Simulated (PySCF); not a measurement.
Isomers of C4H6BF, mass 84.055 u with the commonest isotopes. Method: PBE0-D3(BJ)/def2-SVP geometry optimisation, gas phase in PySCF 2.14.0. One conformer each, none proved a minimum here; rigid rotors.

Task: Order these by rotational constant C, largest first.
A. `[CH2:1]=[CH:2]/[CH:3]=[CH:4]\[BH:5][F:6]` with C1–C2–C3–C4 179°, C3–C4–B5–F6 -178°
B. `BC1=C(F)CC1`
C. `[CH2:1]=[C:2]=[CH:3][CH2:4][BH:5][F:6]` with C2–C3–C4–B5 -123°, C3–C4–B5–F6 165°

Result: B (2239 MHz), A (1301 MHz), C (1262 MHz).

Task: Order these by out-of-plane moment Σ m c² = (Ia + Ib − Ic)/2, largest first.
A. `[CH2:1]=[C:2]=[CH:3][CH2:4][BH:5][F:6]` with C2–C3–C4–B5 -123°, C3–C4–B5–F6 165°
B. `BC1=C(F)CC1`
C. `[CH2:1]=[CH:2]/[CH:3]=[CH:4]\[BH:5][F:6]` with C1–C2–C3–C4 179°, C3–C4–B5–F6 -178°

Result: A (12.68 u·Å²), B (3.24 u·Å²), C (0.02 u·Å²).

Task: Order these by radius of gyration √(Σ m r²/M), largest first.
A. `BC1=C(F)CC1`
B. `[CH2:1]=[C:2]=[CH:3][CH2:4][BH:5][F:6]` with C2–C3–C4–B5 -123°, C3–C4–B5–F6 165°
C. `[CH2:1]=[CH:2]/[CH:3]=[CH:4]\[BH:5][F:6]` with C1–C2–C3–C4 179°, C3–C4–B5–F6 -178°

Result: B (2.217 Å), C (2.150 Å), A (1.650 Å).

```json
{"SMILES": "C=C/C=C\\BF", "point group": "–", "Ia (u·Å²)": "33.97", "Ib (u·Å²)": "354.45", "Ic (u·Å²)": "388.38", "κ": "-0.98", "μa (D)": "2.27", "μb (D)": "0.40", "μc (D)": "0.00"}
{"SMILES": "C=C=CCBF", "point group": "C1", "Ia (u·Å²)": "35.86", "Ib (u·Å²)": "389.93", "Ic (u·Å²)": "400.43", "κ": "-0.99", "μa (D)": "0.60", "μb (D)": "0.40", "μc (D)": "0.34"}
{"SMILES": "BC1=C(F)CC1", "point group": "Cs", "Ia (u·Å²)": "108.04", "Ib (u·Å²)": "124.15", "Ic (u·Å²)": "225.71", "κ": "0.50", "μa (D)": "1.15", "μb (D)": "1.98", "μc (D)": "0.00"}
```
